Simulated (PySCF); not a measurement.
# From a computed spectrum to the compound

A species of 8 atoms with charge 0 has these harmonic modes (PBE0, small Gaussian bases with core potentials, PySCF 2.14.0):

```json
{"cm⁻¹": "41", "km/mol": "0.0", "symmetry": "a2"}
{"cm⁻¹": "128", "km/mol": "2.9", "symmetry": "e"}
{"cm⁻¹": "128", "km/mol": "2.9", "symmetry": "e"}
{"cm⁻¹": "209", "km/mol": "604.4", "symmetry": "a1"}
{"cm⁻¹": "328", "km/mol": "284.6", "symmetry": "a1"}
{"cm⁻¹": "524", "km/mol": "0.0", "symmetry": "e"}
{"cm⁻¹": "524", "km/mol": "0.0", "symmetry": "e"}
{"cm⁻¹": "557", "km/mol": "151.0", "symmetry": "e"}
{"cm⁻¹": "557", "km/mol": "151.0", "symmetry": "e"}
{"cm⁻¹": "1207", "km/mol": "173.5", "symmetry": "a1"}
{"cm⁻¹": "1384", "km/mol": "962.2", "symmetry": "e"}
{"cm⁻¹": "1384", "km/mol": "962.2", "symmetry": "e"}
{"cm⁻¹": "1452", "km/mol": "31.5", "symmetry": "a1"}
{"cm⁻¹": "1623", "km/mol": "29.6", "symmetry": "e"}
{"cm⁻¹": "1623", "km/mol": "29.6", "symmetry": "e"}
{"cm⁻¹": "3483", "km/mol": "28.8", "symmetry": "a1"}
{"cm⁻¹": "3606", "km/mol": "50.0", "symmetry": "e"}
{"cm⁻¹": "3606", "km/mol": "50.0", "symmetry": "e"}
```

(1) Which species is it, and in which structure?

Results:

(1) DyH3(NH3) (singlet in the valence; each metal's 4f electrons, 9 of them, lie in its core potential, out of spins and levels):
```xyz
8

Dy    0.1342   -0.1342    0.1342
H     1.0904    1.3859    1.0904
H    -1.3859   -1.0904    1.0904
H     1.0904   -1.0904   -1.3859
N    -1.2999    1.2999   -1.2999
H    -1.9098    1.9098   -0.7507
H    -0.7507    1.9098   -1.9098
H    -1.9098    0.7507   -1.9098
```
Ideal gas at 298.15 K and 1 bar: S = 349.0 J/(mol K), Cp = 94.1 J/(mol K), H − H(0 K) = 20.4 kJ/mol (rigid rotor, harmonic modes, spin degeneracy alone, that of the 4f electrons in the core included; the modes under 60 cm⁻¹ make these uncertain). An lcecp potential fixes the number of 4f electrons, so in runs with it no electron can move into or out of that shell.
 This is one of several that fit.
